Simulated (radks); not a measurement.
Values are calculated unless marked as measured or tabulated.
Q: Ionisation of Hg+, [Xe] 4f14 5d10 6s1, to Hg2+, [Xe] 4f14 5d10, under several functionals. Dirac Kohn-Sham, spin-unpolarised, spherical densities, finite nucleus; a radial shooting solver on a logarithmic mesh with Libxc functionals. Known Delta-SCF values: revPBE 18.828 eV; XLYP 19.110 eV; LDA (Slater exchange, Perdew-Wang correlation) 19.387 eV. What does Wu-Cohen GGA give, and what is its highest occupied eigenvalue?

A: 19.017 eV by Delta-SCF; the 6s1/2 eigenvalue is -14.773 eV. NIST: 18.757 eV (measured).

Beside tabulated values, note that spin-unpolarised runs miss the spin-polarisation part of the exchange energy of open shells.
